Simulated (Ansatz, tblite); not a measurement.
Cost and result up the ladder for `c1csc(-c2ccc(-c3ccc(-c4ccc(-c5cccs5)s4)s3)s2)c1` (37 atoms). Total charge 0; singlet. Geometry: PBE-D4/def2-SVP.

```xyz
37

C    -7.943   -3.443   -0.821
C    -8.654   -2.842    0.201
S    -7.664   -1.755    1.115
C    -6.259   -2.097    0.122
C    -4.997   -1.448    0.389
C    -4.672   -0.519    1.378
C    -3.323   -0.095    1.335
C    -2.584   -0.690    0.310
C    -1.200   -0.504   -0.040
C    -0.454   -1.104   -1.058
C     0.891   -0.670   -1.104
C     1.208    0.273   -0.124
C     2.459    0.936    0.136
C     2.777    1.865    1.130
C     4.120    2.303    1.088
C     4.862    1.725    0.058
C     6.249    1.949   -0.282
C     7.082    2.989    0.129
C     8.402    2.890   -0.393
C     8.577    1.783   -1.203
S     7.128    0.844   -1.321
S     3.860    0.628   -0.871
S    -0.200    0.617    0.865
S    -3.595   -1.793   -0.605
C    -6.585   -3.023   -0.869
H    -8.388   -4.167   -1.518
H    -9.708   -2.975    0.471
H    -5.405   -0.159    2.113
H    -2.887    0.633    2.033
H    -0.884   -1.842   -1.749
H     1.627   -1.032   -1.835
H     2.044    2.206    1.875
H     4.557    3.011    1.805
H     6.734    3.809    0.772
H     9.200    3.617   -0.187
H     9.478    1.463   -1.739
H    -5.854   -3.383   -1.606
```

Ansatz on 2 threads of AMD EPYC 7R13 on a shared host and a share (18 GiB) of an NVIDIA H100 80GB HBM3; xTB runs through tblite on one thread. Times are rough, summed over both states, and most runs start from the orbitals of an earlier one. PBE0-D4/def2-TZVP serves as the yardstick here, not as an exact answer. The other state is a doublet.

The xTB rows come from tblite. B3LYP takes the VWN-RPA correlation. Single mean-field runs in def2-TZVP are fitted with def2-universal-jkfit.

Raw xTB energies of ions are shifted by several eV.

| level | functions | wall time | vertical IE (eV) | difference from PBE0-D4/def2-TZVP (eV) |
| --- | --- | --- | --- | --- |
| GFN1-xTB | 149 | 0.21 s | 11.83 | 5.57 |
| GFN2-xTB | 137 | 0.22 s | 11.21 | 4.94 |
| PBE-D4/def2-TZVP (with forces) | 877 | 38 s | 6.06 | -0.21 |
| PBE0-D4/def2-TZVP | 877 | 39 s | 6.26 | 0.00 |
| B3LYP-D4/def2-TZVP | 877 | 40 s | 6.22 | -0.04 |
